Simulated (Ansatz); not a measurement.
`[CH3][In-]([CH3])([CH3])[PH3+]`, relaxed with RKS PBE0-D4/def2-TZVP in the Gaussian-basis code of Ansatz from a PBE-D4/def2-SVP geometry. The force threshold is 0.005 eV/Å; the program also tests the step.

The species carries charge 0 and has multiplicity 1. In: def2 effective core potential.

Start:

```xyz
17

C     0.741   -1.923   -1.136
In   -0.214   -0.561    0.308
C     0.804   -0.113    2.208
C    -2.350   -0.073    0.084
P     0.713    1.869   -1.025
H     0.512   -2.973   -0.862
H     1.843   -1.805   -1.136
H     0.360   -1.749   -2.162
H     1.899   -0.021    2.063
H     0.422    0.823    2.662
H     0.625   -0.937    2.928
H    -2.596    0.883    0.587
H    -2.963   -0.871    0.552
H    -2.640   -0.004   -0.983
H     1.062    1.863   -2.416
H    -0.114    3.039   -1.089
H     1.894    2.553   -0.583
```

**Question.** By how much does the energy fall, and how many steps does the optimiser take? (Best estimate.)

**Answer.** Ansatz gave: 7.44 kJ/mol, in 24 steps, 2 of them rejected.

**Question.** Which bonds change most? (An estimate is asked.)

**Answer.** Computed: In2–P5 from 2.923 to 2.874 Å; In2–C3 from 2.202 to 2.175 Å; In2–C4 from 2.202 to 2.175 Å; C1–In2 from 2.202 to 2.175 Å.

**Question.** Give the relaxed structure. (Estimate.)

**Answer.** Ansatz gave: 
```xyz
17

C     0.792   -1.897   -1.079
In   -0.204   -0.535    0.294
C     0.733   -0.075    2.202
C    -2.319   -0.107    0.018
P     0.708    1.855   -1.017
H     0.590   -2.930   -0.783
H     1.874   -1.753   -1.067
H     0.431   -1.767   -2.101
H     1.817    0.008    2.104
H     0.345    0.855    2.623
H     0.525   -0.876    2.916
H    -2.604    0.824    0.511
H    -2.917   -0.912    0.454
H    -2.576   -0.038   -1.041
H     0.379    2.098   -2.370
H     0.335    3.127   -0.528
H     2.090    2.125   -1.135
```
